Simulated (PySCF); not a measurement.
SMILES CC(C)(C)C[SeH], GFN2-xTB optimised geometry.

```
18

C     -0.65    -1.19     1.28
C     -0.14    -0.51     0.00
C      1.39    -0.51     0.00
C     -0.66    -1.27    -1.22
C     -0.68     0.92     0.00
Se    -0.16     2.05    -1.53
H     -0.28    -0.67     2.16
H     -0.31    -2.22     1.32
H     -1.74    -1.18     1.31
H      1.77     0.08     0.83
H      1.77    -0.09    -0.93
H      1.77    -1.53     0.09
H     -1.74    -1.32    -1.21
H     -0.26    -2.28    -1.23
H     -0.35    -0.77    -2.14
H     -0.38     1.46     0.90
H     -1.77     0.91    -0.04
H      1.20     2.28    -1.09
```

Density from PySCF with CAM-B3LYP/def2-SVP at that geometry.

Minimum of the electron density along straight lines between bonded atoms, close to the bond critical point (lines longer than 1.1 times the sum of covalent radii, or with two minima, are not listed):

| bond | length / Å | ρ at the minimum / e bohr⁻³ | ∇²ρ there / e bohr⁻⁵ | position (fraction from the first atom) |
|---|---|---|---|---|
| C1–C2 | 1.533 | 0.244 | -0.56 | 0.50 |
| C2–C3 | 1.528 | 0.247 | -0.57 | 0.50 |
| C2–C4 | 1.528 | 0.247 | -0.58 | 0.50 |
| C2–C5 | 1.530 | 0.247 | -0.57 | 0.49 |
| C5–Se6 | 1.974 | 0.142 | -0.16 | 0.48 |
| C1–H7 | 1.088 | 0.277 | -1.02 | 0.63 |
| C1–H8 | 1.087 | 0.277 | -1.02 | 0.63 |
| C1–H9 | 1.088 | 0.277 | -1.02 | 0.63 |
| C3–H10 | 1.089 | 0.276 | -1.01 | 0.62 |
| C3–H11 | 1.089 | 0.277 | -1.03 | 0.63 |
| C3–H12 | 1.087 | 0.277 | -1.02 | 0.63 |
| C4–H13 | 1.088 | 0.276 | -1.01 | 0.62 |
| C4–H14 | 1.087 | 0.277 | -1.02 | 0.63 |
| C4–H15 | 1.089 | 0.278 | -1.04 | 0.64 |
| C5–H16 | 1.092 | 0.279 | -1.05 | 0.64 |
| C5–H17 | 1.093 | 0.278 | -1.04 | 0.64 |
| Se6–H18 | 1.446 | 0.182 | -0.22 | 0.61 |
